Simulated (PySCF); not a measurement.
C₂H₆N, SMILES NC[CH2], multiplicity 2.

The structure is a stationary point at B3LYP-D3(BJ)/def2-TZVP. The isomer is the one that the SMILES or the coordinates give; other isomers of the formula were not compared. One conformer was computed; it need not be the lowest.

Method: TDA-PBE0/def2-SVPD run with PySCF.

Vertical excitations. The molecule is in vacuum.

Computed lowest excited states:
| state | energy (eV) | λ (nm) | f | main pairs |
|---|---|---|---|---|
| root 1 | 4.26 | 291 | 0.005 | β HOMO→LUMO 99 % |
| root 2 | 5.52 | 225 | 0.015 | α HOMO→LUMO 94 % |
| root 3 | 6.14 | 202 | 0.010 | α HOMO→LUMO+1 58 %, α HOMO−1→LUMO 23 %, β HOMO→LUMO+1 13 % |
| root 4 | 6.31 | 197 | 0.007 | α HOMO→LUMO+1 32 %, α HOMO−1→LUMO 10 %, β HOMO→LUMO+1 45 % |
| root 5 | 6.55 | 189 | 0.015 | α HOMO−1→LUMO 46 %, α HOMO→LUMO+2 12 %, β HOMO→LUMO+1 33 % |
| root 6 | 6.72 | 185 | 0.009 | α HOMO→LUMO+2 67 %, α HOMO−1→LUMO 11 %, β HOMO−2→LUMO 11 %, β HOMO−1→LUMO 5 % |
| root 7 | 6.80 | 182 | 0.002 | α HOMO→LUMO+2 15 %, β HOMO−2→LUMO 71 % |
| root 8 | 6.89 | 180 | 0.001 | β HOMO−1→LUMO 76 % |
| root 9 | 7.27 | 171 | 0.026 | α HOMO→LUMO+3 80 % |
| root 10 | 7.41 | 167 | 0.004 | α HOMO−1→LUMO+1 27 %, α HOMO→LUMO+4 13 %, α HOMO−1→LUMO+2 11 %, β HOMO→LUMO+2 17 %, β HOMO→LUMO+3 16 % |
Unrestricted roots are not spin-pure.
